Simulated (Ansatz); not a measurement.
```xyz
15

C     1.944   -0.681    1.449
C     0.804    0.316    1.240
B    -0.268   -0.167    0.199
N    -0.755    0.658   -0.830
Si   -1.954    0.248   -2.023
H     2.638   -0.349    2.225
H     1.558   -1.660    1.744
H     2.521   -0.824    0.532
H     1.208    1.303    0.979
H     0.279    0.454    2.196
H    -0.716   -1.283    0.268
H    -0.364    1.590   -0.878
H    -3.129    1.156   -1.921
H    -2.372   -1.152   -1.786
H    -1.396    0.391   -3.395
```

Charge 0, multiplicity 1.

Q: List the PBE0/def2-TZVPP orbital energies in eV (the Gaussian-basis code of Ansatz). (Estimate.)

A: Computed: Occupied: -1802.77, -391.23, -277.75, -277.44, -184.09, -145.08, -99.75, -99.73, -99.73, -24.12, -21.01, -17.21, -15.33, -14.59, -12.37, -12.27, -11.48, -10.38, -10.15, -10.02, -9.71, -9.35, -8.29, -8.24. Lowest empty: 0.25, 0.40, 1.30, 1.56, 1.71, 1.83, 1.87, 2.64.
